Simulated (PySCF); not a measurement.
# Telling isomers of C₇H₈NOP apart by NMR

[PySCF 2.14.0 with density-fitted response routines: σ from GIAO-PBE0/pcSseg-1; geometry from GFN2-xTB; single conformer; in vacuum; non-relativistic; averaged over atoms made equivalent by symmetry, fast rotation or ring inversion]

Referencing at the same level of theory: 1H and 13C vs TMS. Splittings of carbon signals by F and P are missing where no couplings were computed. Where no couplings were computed, multiplicities follow the n + 1 count of equivalent neighbours, and m marks all less simple cases (inequivalent or close neighbours, rings, F or P nearby). Shifts are as computed. Against solution values, carbons near 30 ppm lie about +3 ppm off and those near 130 ppm about +5 ppm. Of 1211 compounds with measured shifts, 218 miss one by over three times the rms of a fit or turn the order of signals round; such compounds aren't used in these exercises.

(1) Tabulate the signals of `C=Cc1pccnc1OC`, `CC(=O)c1nc(C)ccp1`, `CO/C=P/c1ccncc1`, `CC(C)c1occ(C#N)p1`, `CC(=O)c1nccpc1C`, `CC(=O)c1cpcc(C)n1` and their relative energies.

(2) What is the quickest way to tell CO/C=P/c1ccncc1 from CC(C)c1occ(C#N)p1?

(3) What is the quickest way to tell CC(C)c1occ(C#N)p1 from CC(=O)c1cpcc(C)n1?

(4) What is the quickest way to tell CC(=O)c1nccpc1C from CC(=O)c1cpcc(C)n1?

## Answers

(1) 
```json
{"SMILES": "C=Cc1pccnc1OC", "carbon types": "2×C 3×CH 1×CH2 1×CH3", "δC": "166.8, 156.6, 154.8, 144.7, 140.3, 120.5, 55.8", "δH": "8.73 (m, 1H), 8.24 (m, 1H), 7.78 (m, 1H), 7.25 (m, 1H), 5.67 (m, 1H), 4.15 (s, 3H)", "E rel. (kcal/mol)": "22.2"}
{"SMILES": "CC(=O)c1nc(C)ccp1", "carbon types": "3×C 2×CH 2×CH3", "δC": "206.2, 198.1, 178.6, 160.2, 130.4, 29.7, 26.8", "δH": "9.82 (m, 1H), 7.72 (m, 1H), 2.94 (s, 3H), 2.78 (s, 3H)", "E rel. (kcal/mol)": "2.5"}
{"SMILES": "CO/C=P/c1ccncc1", "carbon types": "1×C 5×CH 1×CH3", "δC": "223.7, 158.9, 155.1, 131.5, 62.4", "δH": "9.24 (m, 1H), 8.86 (m, 2H), 7.50 (m, 2H), 3.94 (s, 3H)", "E rel. (kcal/mol)": "30.7"}
{"SMILES": "CC(C)c1occ(C#N)p1", "carbon types": "3×C 2×CH 2×CH3", "δC": "225.7, 158.9, 121.0, 118.9, 38.3, 31.4", "δH": "8.23 (m, 1H), 3.12 (m, 1H), 1.47 (d, 6H)", "E rel. (kcal/mol)": "18.3"}
{"SMILES": "CC(=O)c1nccpc1C", "carbon types": "3×C 2×CH 2×CH3", "δC": "211.3, 178.1, 164.2, 153.2, 150.5, 33.1, 30.4", "δH": "9.30 (m, 1H), 9.10 (m, 1H), 3.44 (m, 3H), 3.03 (s, 3H)", "E rel. (kcal/mol)": "5.2"}
{"SMILES": "CC(=O)c1cpcc(C)n1", "carbon types": "3×C 2×CH 2×CH3", "δC": "206.0, 165.2, 161.2, 155.3, 151.2, 30.5, 29.8", "δH": "9.85 (m, 1H), 9.13 (m, 1H), 2.94 (s, 3H), 2.93 (s, 3H)", "E rel. (kcal/mol)": "0.0"}
```

Energies are electronic energies at PBE0/pcSseg-1 on these geometries, without zero-point or thermal terms, each for the one conformer computed, which needn't be the lowest.

(2) Count the carbon signals: 5 against 6. The first has a carbon double-bonded to a heavier main-group atom (CH) at 223.7 ppm, the second a substituted aromatic carbon next to the ring oxygen (C) at 225.7 ppm. In the proton spectra the most deshielded non-exchanging signals are 9.24 (m, 1H) and 8.23 (m, 1H).

(3) Count the carbon signals: 6 against 7. The first has an sp3 CH on an aromatic ring at 38.3 ppm, the second a substituted aromatic carbon next to a ring nitrogen (C) at 165.2 ppm. Their most deshielded carbons lie at 225.7 and 206.0 ppm. In the proton spectra the most deshielded non-exchanging signals are 8.23 (m, 1H) and 9.85 (m, 1H).

(4) Both give the same number of carbon signals, with the same numbers of each carbon type, so the positions decide. The first has a substituted aromatic carbon (C) at 178.1 ppm, the second a substituted aromatic carbon next to a ring nitrogen (C) at 165.2 ppm. Their most deshielded carbons lie at 211.3 and 206.0 ppm. In the proton spectra the most deshielded non-exchanging signals are 9.30 (m, 1H) and 9.85 (m, 1H).
